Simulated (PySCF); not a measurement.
# What a mistake does to a calculation on BH6NSi2

These are calculations, not measurements. The program is PySCF 2.14.0, an open-source quantum chemistry code, run on an isolated molecule that a program drew, which may never have been made. The molecule is BH6NSi2 (charge 0, singlet), drawn as the SMILES string `B[Si]N[SiH3]`.

Each row is a Hartree-Fock (HF) and frozen-core CCSD(T) single point in the cc-pV(D+d)Z basis, meant for a local HF minimum. Run 1 is clean. Each other run has one planted mistake out of seven kinds, and not every kind appears here: one electron removed, one electron added, multiplicity raised by two, geometry at a saddle point, minimal basis STO-3G, one bond length entered in bohr, all coordinates scaled. The reference is restricted for singlets and unrestricted otherwise, and also for a bond in bohr. Adding or removing an electron swaps singlet and doublet. Electrons count all cores. HOMO and LUMO are orbital energies over both spins, the gradient is its largest component, and the lowest frequency (negative if imaginary) is given only where the gradient is small. Bond lengths are over the 9 bonds as drawn. T1 is the CCSD diagnostic: over 0.02 (restricted) or 0.045 (unrestricted) a single reference is doubtful.

Geometry of the clean run:
```xyz
10
BH6NSi2, angstrom
B    -1.7210    1.7270    0.6065
Si   -0.2555    1.9811    2.0212
N     0.5986    0.4769    1.9042
Si    0.3597   -0.9265    0.8990
H    -2.8159    1.3178    0.8975
H    -1.5846    2.1262   -0.5219
H     1.3770    0.4091    2.5403
H     1.5390   -1.1950    0.0445
H     0.0985   -2.1402    1.7063
H    -0.8139   -0.6475    0.0403
```

```
run,electrons,basis functions,<S^2>,HOMO (eV),LUMO (eV),gradient (hartree/bohr),lowest frequency (cm^-1),mean bond (Å),longest bond (Å),T1,HF (hartree),CCSD(T) (hartree),mistake
1,46,104,0.000,-8.08,1.67,1.8e-05,85,1.4876,2.053,0.0168,-660.47238,-660.98453,no fault
2,46,104,0.856,-8.44,1.22,2.1e-02,-,1.6067,2.276,0.0651,-660.36031,-660.87014,one bond length entered in bohr
3,46,104,0.000,-8.31,1.25,5.7e-02,-,1.6319,2.252,0.0200,-660.40493,-660.93302,all coordinates scaled
4,46,104,2.039,-6.39,0.02,3.1e-02,-,1.4876,2.053,0.0209,-660.40318,-660.90800,multiplicity raised by two
5,46,34,0.000,-5.18,7.21,2.9e-02,-,1.4876,2.053,0.0215,-652.77075,-652.98318,minimal basis STO-3G
6,45,104,0.779,-16.26,-5.89,6.2e-02,-,1.4876,2.053,0.0207,-660.21709,-660.69950,?
```

**Which mistake was planted in run 6, and what did it cost?**

It counts 45 electrons, one fewer than the clean run, at the same geometry and basis. So the mistake is: one electron removed. Subtracting run 1 and multiplying by 627.51 kcal/mol a hartree, the energy moved by 160.2 kcal/mol in HF and 178.9 kcal/mol in CCSD(T).

Cautions from the logs. Run 2: T1 is over the limit, so its CCSD(T) energy is less reliable; run 5: T1 is over the limit, so its CCSD(T) energy is less reliable.
